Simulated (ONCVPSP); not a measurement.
# nickel: variants of one ONCV potential

Base potential:

```
Element                 : Ni (Z = 28)
Generator               : ONCVPSP 4.0.1
Type                    : optimised norm-conserving Vanderbilt (ONCV)
Functional              : PBE
Relativity              : scalar-relativistic
Frozen core             : [Ne]
Valence charge          : 18
Reference configuration : 3s2 3p6 3d8 4s1.5 4p0.5
Partial waves           : 3s+4s: rc 1.45 bohr, ncon 4, nbas 7, qcut 9.8 1/bohr, 2 projectors; 3p+4p: rc 1.25 bohr, ncon 5, nbas 8, qcut 11.4 1/bohr, 2 projectors; 3d: rc 1.05 bohr, ncon 4, nbas 9, qcut 12 1/bohr, local
Local potential         : the d channel
Core correction         : Teter function, parameters optimised by the program
```

All-electron outer shells of the reference configuration (PBE, scalar-relativistic, ld1.x):

```json
{"shell": "2s", "level (eV)": "-982.83", "outermost node (bohr)": "0.07", "outermost maximum (bohr)": "0.21"}
{"shell": "2p", "level (eV)": "-845.68", "outermost node (bohr)": "–", "outermost maximum (bohr)": "0.16"}
{"shell": "3s", "level (eV)": "-112.11", "outermost node (bohr)": "0.30", "outermost maximum (bohr)": "0.64"}
{"shell": "3p", "level (eV)": "-72.44", "outermost node (bohr)": "0.27", "outermost maximum (bohr)": "0.65"}
{"shell": "3d", "level (eV)": "-9.90", "outermost node (bohr)": "–", "outermost maximum (bohr)": "0.63"}
{"shell": "4s", "level (eV)": "-6.31", "outermost node (bohr)": "0.92", "outermost maximum (bohr)": "2.21"}
{"shell": "4p", "level (eV)": "-1.71", "outermost node (bohr)": "1.00", "outermost maximum (bohr)": "3.10"}
```

Cutoffs, loose and tight: the cutoffs (Ha) at which the residual kinetic energy of the hardest occupied pseudo-wave falls to 1 and 0.1 mHa per electron. They do not see the model core or the augmentation charge, which bear on the density cutoff. Test errors are all-electron minus pseudo excitation energies from the reference, over the configurations 3s2 3p6 3d8 4s2 4p0; 3s2 3p6 3d8 4s1 4p0; 3s2 3p6 3d8 4s0 4p0; 3s2 3p6 3d8 4s1 4p1. A dash means not determined; rows that change the core or the reference have their own tests.

A true bound ghost makes a file unfit for plane-wave use even where its test errors are small: the radial tests pick states by their node count and pass the ghost by.

| change | outcome | cutoff, loose | cutoff, tight | bound ghosts | GHOST(+) flags above zero | largest test error (meV) |
| --- | --- | --- | --- | --- | --- | --- |
| base | generated | 69 Ha | 225 Ha | none | s | -0.7 |
| d: rc 0.72 | generated | 577 Ha | 718 Ha | s, p | p | -0.6 |
| d: rc 1.12 | generated | 65 Ha | 88 Ha | s | none | -0.5 |
| d: rc 1.26 | failed: test_data: rc < rc(lloc) for l = 1. Not allowed. | – | – | – | – | – |
| d: rc 1.4 | failed: test_data: rc < rc(lloc) for l = 1. Not allowed. | – | – | – | – | – |

Problem. What comes out with this change to the base: d: rc 0.88?

Solution. outcome: generated; cutoff, loose: 315 Ha; cutoff, tight: 406 Ha; bound ghosts: none; GHOST(+) flags above zero: s; largest test error (meV): -0.7.

Problem. What comes out with this change to the base: d: rc 0.98?

Solution. outcome: generated; cutoff, loose: 94 Ha; cutoff, tight: 304 Ha; bound ghosts: none; GHOST(+) flags above zero: s; largest test error (meV): -0.6.

Problem. What comes out with this change to the base: d: rc 1.52?

Solution. outcome: failed: test_data: rc < rc(lloc) for l = 0. Not allowed.. Cause: the input breaks a rule of the program: no channel may have a smaller radius than the local channel.

Reading the sweep of the d radius (base included, trends over the rows without a ghost): Bound ghosts are found at 0.72, 1.12 bohr. The generation fails at 1.26, 1.4, 1.52 bohr.
